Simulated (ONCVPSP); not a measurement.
# An odd input for ONCVPSP 4.0.1 (niobium)

Command:

```bash
oncvpsp.x < Nb.dat > Nb.out
```

Input:

```
# ATOM AND REFERENCE CONFIGURATION
# atsym  z   nc   nv     iexc    psfile
  Nb 41.00    6    3        4      upf
#
#   n    l    f
    1    0    2.00
    2    0    2.00
    2    1    6.00
    3    0    2.00
    3    1    6.00
    3    2   10.00
    4    0    2.00
    4    1    6.00
    4    2    3.00
#
# PSEUDOPOTENTIAL AND OPTIMIZATION
# lmax
    2
#
#   l,   rc,      ep,       ncon, nbas, qcut
    0    1.20    0.00    4    7    5.10
    1    1.25    0.00    4    7    7.30
    2    1.90    0.00    4    8    5.40
#
# LOCAL POTENTIAL
# lloc, lpopt,  rc(5),   dvloc0
    1    4    0.90    2.00
#
# VANDERBILT-KLEINMAN-BYLANDER PROJECTORs
# l, nproj, debl
    0    1    3.70
    1    2    0.90
    2    2    3.10
#
# MODEL CORE CHARGE
# icmod, fcfact, rcfact
    3    3.25    1.50
#
# LOG DERIVATIVE ANALYSIS
# epsh1, epsh2, depsh
   -4.00    5.00    0.02
#
# OUTPUT GRID
# rlmax, drl
    6.00    0.01
#
# TEST CONFIGURATIONS
# ncnf
    4
# nvcnf
#   n    l    f
    4
    4    0    2.00
    4    1    6.00
    4    2    4.00
    5    0    1.00
#
    3
    4    0    2.00
    4    1    6.00
    4    2    4.00
#
    3
    4    0    2.00
    4    1    6.00
    4    2    2.00
#
    4
    4    0    1.00
    4    1    6.00
    4    2    4.00
    5    0    1.00
#
```

This is an input that runs to its end, with one change: lloc set to 1. The unchanged file is no sound one. Note: no bound ghost flagged; GHOST(+) flagged for s at 11.8 eV.

How does the run end?

The program refuses the input: "test_data: rc < rc(lloc) for l = 0. Not allowed.".

```
ONCVPSP  (Optimized Norm-Conservinng Vanderbilt PSeudopotential)
scalar-relativistic version 4.0.1

test_data: rc < rc(lloc) for l = 0.  Not allowed.
ERROR: test_data found   1 ERROR; stopping
```
